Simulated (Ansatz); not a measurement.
Reactions of C₇H₁₂, SMILES `CC1=C(C)CCC1`.

Calculated with Ansatz (gas phase, PBE0-D4/def2-TZVP geometries, no zero-point term in ΔE). CBS: MP2 limit from def2 TZ/QZ plus the TZ coupled-cluster correction, frozen cores. This one scheme is used for every species, atoms too. For atomizations the MP2-based limit and the directly extrapolated one differ by several kJ/mol either way, and by 10 to 25 for some Ge, Se and Sn compounds, so smaller differences from it don't rank the levels. DFT in def2-TZVPP. No spin–orbit coupling; open shells (•) take unrestricted orbitals. Spin–orbit coupling would lower the free atoms: a little for C. For Sc outer-core shells are correlated without core-valence functions, so the limit isn't a true one: a few kJ/mol of doubt a bond, and 10 to 20 or more in all where bonds break to atoms. Scalar relativity is left out up to krypton. Each species was taken in one conformer, which may not be the lowest.

| reaction | CCSD(T)/CBS(def2) (eV) |
| --- | --- |
| `CC1=C(C)CCC1` → 7 C• + 12 H• | 83.02 |
| `CC1=C(C)CCC1` + `[NH2][Sc]([OH])[OH]` → `C[O][Sc]([NH2])[OH]` + `CC1=CCCC1` | 0.68 |
| `CC1=C(C)CCC1` → `CCC1C=CCC1` | ? |
| `CC1=C(C)CCC1` + `OCS` → `CSCO` + `CC1=CCCC1` | ? |
| `CC1=C(C)CCC1` + `CC(=N)Cl` → `C/N=C(/C)Cl` + `CC1=CCCC1` | 0.34 |
| `CC1=C(C)CCC1` + `CNCO` → `CNCOC` + `CC1=CCCC1` | 0.54 |
| `CC1=C(C)CCC1` + H₂ → `CC1=CCCC1` + CH₄ | -0.56 |
| `CC1=C(C)CCC1` → `CC1=CCCC1` + `[CH2]` (triplet) | 4.65 |

Q: Fill in the missing values. (Estimate.)

A: Ansatz gave: `CC1=C(C)CCC1` → `CCC1C=CCC1`: +0.22 eV; `CC1=C(C)CCC1` + `OCS` → `CSCO` + `CC1=CCCC1`: +0.02 eV.

Largest T1 diagnostic: 0.016, for `[NH2][Sc]([OH])[OH]`.
